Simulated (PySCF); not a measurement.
Compound: C4H2F5 (doublet state).
Cartesian coordinates in Å at the GFN2-xTB level; atoms count from 1:
```
atom  x, y, z in Å
F1     0.9961   -1.4113    1.2178
C2     1.2399   -0.6361    0.1315
C3     1.1801    0.8129    0.2188
C4     0.1139    0.1531   -0.5395
F5     0.1277    0.1331   -1.9032
C6    -1.3269    0.1511   -0.0370
F7    -1.3760    0.3522    1.2826
F8    -1.9389   -1.0088   -0.2877
F9    -2.0499    1.1141   -0.6106
H10    1.9228   -1.1388   -0.5485
H11    1.1166    1.4811    1.0498
```

The hyperfine couplings belong to this conformer and change with its torsions.

Identity: `F[C@@H]1[CH][C@]1(F)C(F)(F)F` [radical].

Method: UKS B3LYP, pcH-1 on C F H, non-relativistic, mean-field spin-orbit, GIAO in PySCF 2.14.0. Geometry: GFN2-xTB; no solvent, vibrations or thermal averaging. Couplings are sensitive to structure, and on GFN2-xTB geometries they can be far from those on DFT ones. No stability test was run, so a lower SCF solution isn't excluded.

Q: Give the principal g shifts and their parts.

A: 
| Δg (ppm) | 1 | 2 | 3 |
| --- | --- | --- | --- |
| relativistic mass correction | -174 | -174 | -174 |
| gauge correction | 37 | 49 | 18 |
| orbital Zeeman/spin–orbit | -42 | 438 | 1323 |
| total | -179 | 313 | 1167 |

So g = 2.00214, 2.00263, 2.00349 and g_iso = 2.00275; the tensor is rhombic: the two nearest values differ by 37 % of g3 − g1. Axes: g3 points within 8° of the C3–H11 bond.

Q: At 93.79 GHz, how far is the centre of the isotropic spectrum from where a free electron (g = 2.002319) resonates?

A: B = hν/(g μB) with μB/h = 13.99624 MHz/mT gives 3346.66 mT for the free electron and 3345.94 mT at g_iso, 0.72 mT lower.

Q: How much does each term add to the isotropic shift?

A: The orbital-Zeeman/spin–orbit term 573, the mass correction -174 and the gauge correction 34 ppm, for a total of 434 ppm. The orbital-Zeeman/spin–orbit term is the largest in size. The mass correction is the same along every axis, so the anisotropy comes from the other two: their spans along these axes are 31 (gauge) and 1366 ppm (orbital Zeeman/spin–orbit).

Q: What effective moment and Curie constant follow for a powder?

A: With the mean of g² = 4.0110 and S(S+1) = 0.75: μ_eff = √(⟨g²⟩S(S+1)) = 1.734 μB and χT = 0.12505·⟨g²⟩·S(S+1) = 0.376 cm³ K/mol (cgs; spin-Hamiltonian part alone).

Q: In a frozen sample, at which fields do the three g values resonate at 9.5, 34, 94 and 263 GHz (hyperfine left aside), and which band first spreads them over more than twice a line width of 1.0 mT?

A: 
```tsv
band	GHz	B(g3) mT	B(g2) mT	B(g1) mT	spread mT
X	9.5	338.79	338.93	339.01	0.23
Q	34.0	1212.50	1213.01	1213.31	0.82
W	94.0	3352.20	3353.63	3354.45	2.25
J	263.0	9379.03	9383.03	9385.34	6.31
```

The spread grows in proportion to the frequency. W band is the first where it exceeds 2.0 mT.

The largest Mulliken spin population is on C3 (+0.92). The angles at C3 add up to 325.4°, so it is pyramidal.

The HOMO–LUMO gaps are 8.56 eV among the α and 4.94 eV among the β orbitals.
